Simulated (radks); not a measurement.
Question: Successive ionisation energies (eV) of one element, from differences of total energies of ions in their ground configurations, starting at charge 0: 6.969, 15.200, 22.239, 32.790, 69.687, 102.40, 119.44, 136.03, 158.19, 175.90, 199.14, 217.87, 252.76, 300.59, 326.52, 338.35, 373.94, 410.69, 448.58, 501.49, 542.87, 585.33. All-electron calculation, scalar-relativistic Kohn-Sham, SCAN, spin-polarised, spherical densities, finite nucleus; open shells are filled with parallel spins first (spin-orbit coupling, left out, can overturn this in heavy ions); meta-GGA in the generalised Kohn-Sham scheme; Fermi nuclear charge, rms radius 5.347 fm. Program: a radial shooting solver on a logarithmic mesh with Libxc functionals. Which element is it?

Answer: Hafnium (Z = 72). The first species listed is Hf in [Xe] 4f14 5d2 6s2, the last Hf21+ in [Kr] 4d10 4f5.
